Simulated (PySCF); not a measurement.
Calculated properties of `CO[Si@H](N)N[SiH3]`

CH₁₀N₂OSi₂.
Geometry (GFN2-xTB, Å), atoms numbered from 1 in this order:
```xyz
16
CH10N2OSi2 angstrom
C     -2.3902    0.4320    0.5305
O     -1.7670   -0.3564   -0.4408
Si    -0.2049   -0.8010   -0.4962
N      0.2268   -1.6477    0.9416
N      0.9081    0.5276   -0.5639
Si     2.1241    1.0467    0.5454
H     -3.4369    0.5504    0.2461
H     -1.9167    1.4151    0.5921
H     -2.3323   -0.0427    1.5124
H     -0.2385   -1.5161   -1.7668
H      1.1934   -1.8906    1.0759
H     -0.3619   -2.4149    1.2234
H      0.7844    1.1070   -1.3772
H      3.1702    0.0192    0.6528
H      1.5624    1.3014    1.8762
H      2.6715    2.2790   -0.0280
```

**GFN2-xTB geometry**

* Point group of the GFN2-xTB geometry: C1
* Rotational constants A, B, C of the GFN2-xTB geometry: 3.560, 1.345, 1.206 GHz

**CAM-B3LYP/def2-SVPD ground state and vertical TDDFT (core frozen in the response) (PySCF)**

- Dipole moment: 0.71 D
- HOMO energy: -8.85 eV
- LUMO energy: 0.89 eV
- HOMO–LUMO gap: 9.74 eV
- Lowest singlet excitation: 6.54 eV (190 nm, f = 0.004)
- Strongest line among the 8 lowest singlet transitions: S8 at 8.08 eV (153 nm, f = 0.057)
- Lowest triplet excitation (Tamm–Dancoff): 6.25 eV
- Static isotropic polarisability: 81.6 au
- Electronic spatial extent ⟨r²⟩ about the centre of nuclear charge: 1094 bohr²

From PBE0/pcSseg-1 ground state and GIAO shieldings, non-relativistic (PySCF):

* Lowest Hirshfeld atomic charge: -0.33 e on N5
* Highest Hirshfeld atomic charge: +0.45 e on Si3
* 13C chemical shifts (computed TMS as zero) by class: 50.2 (C1) ppm
* 1H chemical shifts (computed TMS as zero) by class: 4.80 (H14/H15/H16), 4.79 (H10), 3.92 (H7/H8/H9), 0.55 (H11/H12), -0.16 (H13) ppm
* Isotropic shieldings of nuclei other than C and H, by class: 247 (N4), 252 (N5), 297 (O2), 389 (Si3), 410 (Si6) ppm
* Mayer bond orders between heavy atoms: C1–O2 0.90, O2–Si3 1.02, Si3–N4 0.98, Si3–N5 0.93, N5–Si6 0.96

Monoisotopic mass (most abundant isotopes): 122.0332 u.

With B = h/(8π²I), that is 505.379 GHz u Å² over I, the principal moments of inertia are 141.9, 375.7 and 419.1 u Å² (most abundant isotopes); the inertial defect Ic − Ia − Ib is -98.5 u Å² (zero for a rigid planar frame, negative otherwise). S1 lies 3.20 eV below the HOMO–LUMO gap; its leading configuration is HOMO→LUMO, weight 0.76. The dipole equals about 2.4 × 10⁻³⁰ C·m (1 D = 3.33564 × 10⁻³⁰ C·m). The polarisability is 12.09 Å³ as a volume (1 au = 0.148185 Å³), or 1.24 au for each of the 66 electrons. The vertical singlet–triplet gap S1 − T1 is 0.29 eV (TDDFT singlet less Tamm–Dancoff triplet; S1: HOMO→LUMO, weight 0.76; T1: HOMO→LUMO, weight 0.66). No computed singlet falls in the visible range (750 to 380 nm, 1.65 to 3.26 eV); S1 lies 3.28 eV above its blue end.

One conformer (not necessarily the lowest) at the GFN2-xTB geometry, without solvent or vibrations. GFN2-xTB frequencies show an imaginary mode (22i cm⁻¹), so this geometry is no minimum at that level. NMR classes are plain means over equivalent atoms (diastereotopic ones count apart unless rotation or inversion swaps them), as if these changed places fast; in this geometry the members of some classes differ.
